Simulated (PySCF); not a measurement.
Numbering as in the mapped SMILES `[O:1]=[CH:2][C@@H:3]1[O:4][C:5](=[O:6])[SiH2:7]1`; H(Xn) means a hydrogen on atom n. Ha(Si7) is cis to C2 on the ring; Hb(Si7) is trans to C2 on the ring.

PySCF calculation with σ from GIAO-PBE0/pcSseg-1 and geometry from GFN2-xTB; a single conformation, no solvent, non-relativistic Hamiltonian.

δ = σ(ref) − σ, references computed at the same level: ¹³C and ¹H and ²⁹Si vs TMS; ¹⁷O against H2O.

```json
{"atoms": "O6", "nucleus": "¹⁷O", "count": "1", "Hirshfeld charge": "-0.24", "δ (ppm)": "?"}
{"atoms": "O1", "nucleus": "¹⁷O", "count": "1", "Hirshfeld charge": "-0.23", "δ (ppm)": "678.9"}
{"atoms": "Ha(Si7)", "nucleus": "¹H", "count": "1", "Hirshfeld charge": "-0.04", "δ (ppm)": "5.34"}
{"atoms": "C2", "nucleus": "¹³C", "count": "1", "Hirshfeld charge": "0.12", "δ (ppm)": "208.8"}
{"atoms": "Si7", "nucleus": "²⁹Si", "count": "1", "Hirshfeld charge": "0.39", "δ (ppm)": "?"}
{"atoms": "Hb(Si7)", "nucleus": "¹H", "count": "1", "Hirshfeld charge": "-0.04", "δ (ppm)": "5.57"}
{"atoms": "H(C2)", "nucleus": "¹H", "count": "1", "Hirshfeld charge": "0.04", "δ (ppm)": "10.47"}
{"atoms": "C5", "nucleus": "¹³C", "count": "1", "Hirshfeld charge": "0.11", "δ (ppm)": "?"}
{"atoms": "H(C3)", "nucleus": "¹H", "count": "1", "Hirshfeld charge": "0.06", "δ (ppm)": "4.81"}
{"atoms": "O4", "nucleus": "¹⁷O", "count": "1", "Hirshfeld charge": "-0.11", "δ (ppm)": "326.9"}
{"atoms": "C3", "nucleus": "¹³C", "count": "1", "Hirshfeld charge": "-0.05", "δ (ppm)": "75.2"}
```

Estimate the values marked ?.

Answers


- C5: 179.0 ppm, carbonyl carbon
- O6: 536.9 ppm, ester carbonyl oxygen
- Si7: -1.0 ppm, silicon bonded to 2 C, 2 H, in a 4-membered ring

Shifts are as computed. Against solution values, carbons near 30 ppm lie about +3 ppm off and those near 130 ppm about +5 ppm. Of 1309 compounds with measured shifts, 239 miss one by over three times the rms of a fit or turn the order of signals round; such compounds aren't used in these exercises. Unscaled 17O shifts of doubly bonded oxygen tend to come out too high, by tens of ppm or more. Experimental scales use liquid or dissolved standards, which lie at an offset from isolated H2O (liquid H2O: subtract about 36 ppm).
